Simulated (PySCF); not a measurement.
C₂H₅ClFNSi. Atoms are numbered in the order given.

```xyz
11

N     -2.0798     0.5776    -1.0163
Si    -0.7541    -0.4291    -0.5901
Cl    -0.7528    -1.0984     1.4087
C      0.8165     0.5251    -0.8266
C      1.7448     0.6642     0.1255
F      2.8730     1.3571    -0.0593
H     -3.0083     0.1743    -1.1230
H     -2.1377     1.5200    -0.6355
H     -0.8581    -1.6552    -1.4125
H      1.0089     1.0060    -1.7935
H      1.6833     0.2407     1.1327
```
Charge 0, spin multiplicity 1.

Coordinates come from a TPSSh-D3(BJ)/def2-SVP optimisation. The structure was generated by enumeration; whether it is a known compound was not checked. The values are those of a single conformer.

Vertical ionisation energy (IE) and electron affinity (EA) in eV. Rows of orbital energies are one-electron estimates. Where ΔSCF, EOM or ADC give a negative EA the extra electron is unbound and the value depends on the basis.

```json
[
 {"level": "−ε(HOMO), −ε(LUMO), B3LYP/def2-TZVP (PySCF)", "IE": "?", "EA": "?"},
 {"level": "−ε(HOMO), −ε(LUMO), PBE/def2-TZVP (PySCF)", "IE": "6.56", "EA": "1.61"}
]
```

Task: Fill in the missing entries. (Estimate from the structure and the level; the computed values follow.)

Result: 
- −ε(HOMO), −ε(LUMO), B3LYP/def2-TZVP (PySCF), IE: 7.70
- −ε(HOMO), −ε(LUMO), B3LYP/def2-TZVP (PySCF), EA: 0.88
